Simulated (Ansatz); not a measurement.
Counterpoise correction, worked out

The pair of Cu⁺ (SMILES [Cu+], atom 1) and H2S (SMILES S, atoms 2–4), both closed shells, in one local arrangement (a lower one may exist), relaxed at PBE0-D4/def2-TZVP:

Cu1  (-0.831, -0.305, -1.590)
S2  (0.299, -0.476, 0.313)
H3  (1.100, 0.600, 0.162)
H4  (-0.567, 0.181, 1.114)
(Å)

Program: Ansatz 0.2.0. Basis: def2-TZVPPD. Cores are frozen in the correlated methods. The 3s and 3p shells of Cu and Zn are frozen; filled d shells are correlated.

MP2 total energies in eV:

| system | geometry | basis functions | energy |
| --- | --- | --- | --- |
| pair | pair | all | -55459.64421 |
| Cu⁺ | as in the pair | all (partner as ghosts) | -44603.20077 |
| H2S | as in the pair | all (partner as ghosts) | -10854.66453 |
| Cu⁺ | as in the pair | its own | -44603.16471 |
| H2S | as in the pair | its own | -10854.63847 |
| Cu⁺ | free (PBE0-D4 minimum) | its own | -44603.16471 |
| H2S | free (PBE0-D4 minimum) | its own | -10854.64590 |

**Question.** Work out the interaction energy with and without the counterpoise correction, the superposition error, and the binding energy from the relaxed fragments.

**Answer.** Without correction: -55459.64421 − (-44603.16471) − (-10854.63847) = -1.84103 eV.
With correction (each fragment in the whole basis): -55459.64421 − (-44603.20077) − (-10854.66453) = -1.77891 eV = -41.02 kcal/mol.
The superposition error is the difference, 0.06212 eV, 3 % of the uncorrected value: each fragment borrows its partner's functions.
Deformation from the free shapes: 0.00000 eV for Cu⁺ and 0.00743 eV for H2S.
Binding energy from relaxed fragments: -1.77891 + 0.00000 + 0.00743 = -1.77148 eV = -40.85 kcal/mol (electronic, without zero-point energy; negative means bound). For comparison, the corrected interaction energy by CCSD(T) at an estimated basis limit (MP2 extrapolated from triple and quadruple zeta, plus CCSD(T) − MP2 in triple zeta) is -1.855 eV.

The T1 diagnostic stays at or below 0.021.

For scale, one of the runs: CCSD(T)/def2-TZVPPD, 152 basis functions, launched by `ansatz run in.yaml --threads 2 --pin off --events-out ev --progress --plain --max-ram 5222MiB`. The run took 7.5 s on 2 CPU threads of an Arm Neoverse V2 (shared host), with 0.67 GiB of host memory at its peak.
